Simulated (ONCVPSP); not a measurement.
**Logarithmic derivatives: molybdenum, ONCV**

* Element: molybdenum (Mo)
* Generator: ONCVPSP 4.0.1
* Type: optimised norm-conserving Vanderbilt (ONCV)
* Functional: BLYP
* Relativity: scalar-relativistic
* Frozen core: [Kr]
* Valence charge: 6
* Reference configuration: 4d5 5s1
* Partial waves: 5s: rc 2.35 bohr, ncon 4, nbas 8, qcut 2.8 1/bohr, 2 projectors, debl 1.4 Ha; p scattering state at 0.29 Ha: rc 2.70 bohr, ncon 3, nbas 6, qcut 3.3 1/bohr, 2 projectors, debl 3 Ha; 4d: rc 2.50 bohr, ncon 4, nbas 9, qcut 6.2 1/bohr, 2 projectors, debl 3.2 Ha
* Local potential: polynomial inside 1.50 bohr (lpopt 2, dvloc0 4 Ha)
* Core correction: polynomial model core, fcfact 0.55

The phase is arctan(r·R′/R) of the radial function R(r), unwrapped; energies in Ha, scanned from -2 to 5 Ha. A pole is an energy at which the radial function vanishes at the test radius. The pseudo phase is shifted by a multiple of π to meet the all-electron one at the reference energy, and phase errors are pseudo minus all-electron; the curves can meet again beyond the range given. Levels narrower than the energy grid can be missing from the lists of poles.

```csv
channel,radius (bohr),reference energy (Ha),"poles, all-electron","poles, pseudo",unbroken range about the reference energy with phases within 0.05 rad,phase error 1 Ha above the reference energy (rad)
s,2.39,-0.15,1.97,1.96,below 3.4,-0.000
p,2.74,0.29,"-1.38, 1.67","1.60, 4.34",-0.9 to 3.5,-0.011
d,2.54,-0.13,"0.17, 3.35","0.17, 3.35",the whole range,+0.009
```

Note: ghosts flagged at negative energy: s at -97.7 eV; GHOST(+) flagged for p at 117.3 eV. A true bound ghost makes a file unfit for plane-wave use.

Phases in the d channel:

```json
{"E (Ha)": "-1.98", "all-electron": "1.318", "pseudo": "1.319"}
{"E (Ha)": "-1.62", "all-electron": "1.281", "pseudo": "1.281"}
{"E (Ha)": "-1.26", "all-electron": "1.220", "pseudo": "1.221"}
{"E (Ha)": "-0.90", "all-electron": "1.101", "pseudo": "1.102"}
{"E (Ha)": "-0.54", "all-electron": "0.706", "pseudo": "0.708"}
{"E (Ha)": "-0.18", "all-electron": "-1.008", "pseudo": "-1.008"}
{"E (Ha)": "0.18", "all-electron": "-1.582", "pseudo": "-1.581"}
{"E (Ha)": "0.54", "all-electron": "-1.807", "pseudo": "-1.804"}
{"E (Ha)": "0.90", "all-electron": "-2.111", "pseudo": "-2.102"}
{"E (Ha)": "1.26", "all-electron": "-3.052", "pseudo": "-3.017"}
{"E (Ha)": "1.62", "all-electron": "-4.119", "pseudo": "-4.107"}
{"E (Ha)": "1.98", "all-electron": "-4.428", "pseudo": "-4.425"}
{"E (Ha)": "2.34", "all-electron": "-4.555", "pseudo": "-4.554"}
{"E (Ha)": "2.70", "all-electron": "-4.627", "pseudo": "-4.627"}
{"E (Ha)": "3.06", "all-electron": "-4.678", "pseudo": "-4.678"}
{"E (Ha)": "3.42", "all-electron": "-4.720", "pseudo": "-4.720"}
{"E (Ha)": "3.78", "all-electron": "-4.761", "pseudo": "-4.760"}
{"E (Ha)": "4.14", "all-electron": "-4.807", "pseudo": "-4.804"}
{"E (Ha)": "4.50", "all-electron": "-4.871", "pseudo": "-4.862"}
{"E (Ha)": "4.86", "all-electron": "-4.985", "pseudo": "-4.956"}
```
